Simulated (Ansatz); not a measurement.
A structure relaxed at PBE0-D4/def2-TZVP, charge 0, multiplicity 1:

```json
{"atom": "F1", "x (Å)": "-0.5666", "y (Å)": "-0.4959", "z (Å)": "-2.4005"}
{"atom": "Si2", "x (Å)": "0.2618", "y (Å)": "-0.0517", "z (Å)": "-1.1027"}
{"atom": "C3", "x (Å)": "-0.5409", "y (Å)": "0.6109", "z (Å)": "0.4136"}
{"atom": "Ga4", "x (Å)": "0.6497", "y (Å)": "-0.9840", "z (Å)": "0.9627"}
{"atom": "H5", "x (Å)": "1.3769", "y (Å)": "0.8156", "z (Å)": "-1.5585"}
{"atom": "H6", "x (Å)": "-1.4814", "y (Å)": "0.1047", "z (Å)": "0.6846"}
{"atom": "H7", "x (Å)": "-0.6149", "y (Å)": "1.6676", "z (Å)": "0.6653"}
{"atom": "H8", "x (Å)": "0.9155", "y (Å)": "-1.6671", "z (Å)": "2.3355"}
```

Give its formula and SMILES.

CH4FGaSi, `F[SiH]1[CH2][GaH]1`.

Summarise the bond lengths by kind.

1 × F–Si 1.602 Å; 1 × C–Si 1.839 Å; 1 × Ga–Si 2.299 Å; 1 × H–Si 1.484 Å; 1 × C–Ga 2.065 Å; 2 × C–H 1.089 to 1.102 Å; 1 × Ga–H 1.556 Å.

All numbers were calculated with Ansatz.
